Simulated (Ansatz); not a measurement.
Consider the hydrogenolysis of a C–F bond: `NC(F)O[SiH3]` + H₂ → `NCO[SiH3]` + H–F.

Isolated molecules relaxed with PBE0-D4/def2-TZVP in Ansatz; ΔE leaves out vibrations. CCSD(T)/CBS is the MP2 limit (def2-TZVPP, def2-QZVPP) plus CCSD(T) − MP2 in def2-TZVPP, frozen cores. This one scheme is used for every species. Functionals use def2-TZVPP. HSE06 is defined as in plane-wave codes. Each species was taken in one conformer, which may not be the lowest.

CCSD(T)/CBS gives -0.51 eV.

Another level gave -0.45 eV. Which?
A. r2SCANh/def2-TZVPP
B. HSE06/def2-TZVPP
C. MP2/def2-TZVPP
D. LDA (SPW92)/def2-TZVPP

B. HSE06 -0.45, r2SCANh -0.35, MP2/def2-TZVPP -0.51, LDA (SPW92) -0.30 eV.

What do rigid-rotor, harmonic-oscillator terms from PBE0-D4/def2-TZVP frequencies (298.15 K, 1 bar) make of the CCSD(T)/CBS value? (Best estimate.)

Computed: ΔZPE = +0.19 eV, ΔH = -0.33 eV, ΔS = 31 J/(mol·K), ΔG = -0.43 eV. Modes under 50 cm⁻¹ make the entropy rough.

Largest T1 diagnostic among the species: 0.012.

From r2SCAN to r2SCAN0 (25 % exact exchange), in def2-TZVPP and without D4, ΔE moves by −0.07 eV. Leaving LDA and LC-ωPBE aside and taking each functional with its dispersion term where it has one, the values, not all of them listed here, spread over 0.17 eV, from PBE-QIDH to r2SCAN-D4. LDA lies +0.10 eV from PBE without D4.
